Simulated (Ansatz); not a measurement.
Species: sum formula H3BPO2, net charge -1, singlet state. It need not be the lowest isomer of its formula. Whether it binds its extra electron was not tested at this geometry. 
Geometry from a B3LYP-D3(BJ)/def2-TZVP (Ansatz, a program for electronic structure) optimisation:
```xyz
7

O     -0.2591     1.4676     0.7872
B     -0.2931     0.2169     0.1471
O     -1.6253    -0.2743     0.0552
P      1.1438    -0.7593    -0.5293
H     -1.1642     1.7073     1.0200
H     -1.6086    -1.1276    -0.3863
H      2.1575     0.1788    -0.1688
```
Charge -1, spin multiplicity 1.

Basis-set convergence of Hartree-Fock and CCSD(T) correlation energies (hartree) with Ansatz. Correlated levels leave the core frozen unless marked. No spin-orbit coupling. Non-relativistic.

```
basis            functions       E(HF)  E(corr, CCSD(T))
---------------  ---------  ----------  ----------------
aug-cc-pV(D+d)Z        128  -517.04126          -0.68002
aug-cc-pV(T+d)Z        262  -517.09759          -0.82044
aug-cc-pV(Q+d)Z        467  -517.11184          -0.86467
```

Extrapolating the two largest sets (X = 3 and 4) as X^-3: E(corr) = (64·(-0.86467) - 27·(-0.82044))/37 = -0.8969 Eh, an estimate of the basis-set limit. The largest set recovers 96.4 % of it, the smallest 75.8 %.
